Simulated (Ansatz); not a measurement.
One change: `[SiH3]C=C=C[SiH3]` becomes `[SiH3]C=C=CI`.

Ansatz, PBE0-D4/def2-TZVP geometries, multiplicity 1. 

Elements past krypton have def2 core potentials.

```csv
property,`[SiH3]C=C=C[SiH3]`
zero-point energy (PBE0-D4/def2-TZVP) / kJ/mol,227.2
HOMO energy (B3LYP/def2-TZVPP) / eV,-7.43
LUMO energy (B3LYP/def2-TZVPP) / eV,-0.50
HOMO energy (PBE/def2-TZVPP) / eV,-6.53
HOMO energy (ωB97M-V/def2-TZVPP) / eV,-9.80
HOMO–LUMO gap (B3LYP/def2-TZVPP) / eV,6.93
```

Question: What does the change do to each property? (An estimate is asked.)

Answer: Ansatz gave: 
```csv
property,`[SiH3]C=C=CI`,shift
zero-point energy (PBE0-D4/def2-TZVP) / kJ/mol,161.7,-65.5
HOMO energy (B3LYP/def2-TZVPP) / eV,-6.68,0.75
LUMO energy (B3LYP/def2-TZVPP) / eV,-1.84,-1.34
HOMO energy (PBE/def2-TZVPP) / eV,-5.83,0.70
HOMO energy (ωB97M-V/def2-TZVPP) / eV,-8.99,0.81
HOMO–LUMO gap (B3LYP/def2-TZVPP) / eV,4.84,-2.09
```

With PBE0 the HOMO rises by 0.75 eV and the LUMO falls by 1.34 eV, so the gap narrows by about 2.09 eV. PBE moves the HOMO by 0.70 eV and ωB97M-V by 0.81 eV. The zero-point energy changes by -65.5 kJ/mol with -9 modes.

B3LYP here is the variant with VWN-RPA as its local correlation; programs differ in this.

Spin–orbit coupling is left out; it splits and shifts lone-pair levels of the heavy atoms by tenths of an eV.
